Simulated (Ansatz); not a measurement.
Consider the substitution at a C–Sn bond: `[CH3][SnH2][SeH]` + `CC(=N)O` → `COC(C)=N` + `[SeH][SnH3]`.

Program: Ansatz. Geometries: PBE0-D4/def2-TZVP. ΔE: electronic, gas phase. CCSD(T)/CBS is the MP2 limit (def2-TZVPP, def2-QZVPP) plus CCSD(T) − MP2 in def2-TZVPP, frozen cores. Functionals use def2-TZVPP. B3LYP here is the variant with VWN-RPA as its local correlation; programs differ in this. Elements past krypton have def2 core potentials. For Se, Sn outer-core shells are correlated without core-valence functions, which leaves a few kJ/mol of doubt a bond. Scalar relativity is left out up to krypton. One conformer a species, not always the lowest.

```tsv
level	ΔE (kJ/mol)
B3LYP-D4	69.7
ωB97X-V	68.5
PBE	73.6
r2SCAN	73.4
PBE0	73.7
CCSD/def2-TZVPP	74.1
HF/def2-QZVPP	62.1
MP2/CBS(def2)	89.7
```

Question: What does CCSD(T)/CBS give? (Estimate.)

Answer: The calculation gave: +81.0 kJ/mol. The listed levels differ from it by -11.3, -12.5, -7.4, -7.6, -7.3, -6.9, -18.9, 8.7 kJ/mol.

Largest T1 diagnostic among the species: 0.013.

In def2-TZVPP, CCSD(T) changes the Hartree–Fock value by +12.8 kJ/mol (the triples alone add +0.9 kJ/mol) and MP2 by +21.5 kJ/mol.
